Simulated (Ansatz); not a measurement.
Reaction (formal hydrolysis of a C–C bond): `O=CCBCl` + H₂O → `OCBCl` + `C=O`

Gas-phase electronic energies from Ansatz, PBE0-D4/def2-TZVP geometries. CCSD(T)/CBS adds triple-zeta CCSD(T) − MP2 to the extrapolated MP2 energy (def2 sets, frozen cores). This one scheme is used for every species. DFT in def2-TZVPP. HSE06 is defined as in plane-wave codes. One conformer a species, not always the lowest.

| level | ΔE (kcal/mol) | difference from CCSD(T)/CBS |
| --- | --- | --- |
| HSE06-D4 | 22.0 | -0.7 |
| ωB97M-V | 21.2 | -1.5 |
| PBE-QIDH | 22.8 | 0.1 |
| BLYP | 19.5 | -3.2 |
| r2SCAN | 22.1 | -0.6 |
| PBE0 | 21.7 | -1.0 |
| HSE06 | 21.7 | -1.0 |
| RPA@PBE/def2-TZVPP | 19.8 | -2.9 |
| SCS-MP2/def2-TZVPP | 22.0 | -0.7 |
| HF/def2-QZVPP | 20.2 | -2.5 |
| CCSD(T)/CBS | 22.7 | 0 |

Largest T1 diagnostic among the species: 0.015.

In def2-TZVPP, CCSD(T) changes the Hartree–Fock value by +1.8 kcal/mol (the triples alone add +0.2 kcal/mol) and MP2 by +3.6 kcal/mol. At CCSD(T), def2-SVP lies −3.2 kcal/mol from the extrapolated value and def2-TZVPP −0.8 kcal/mol.
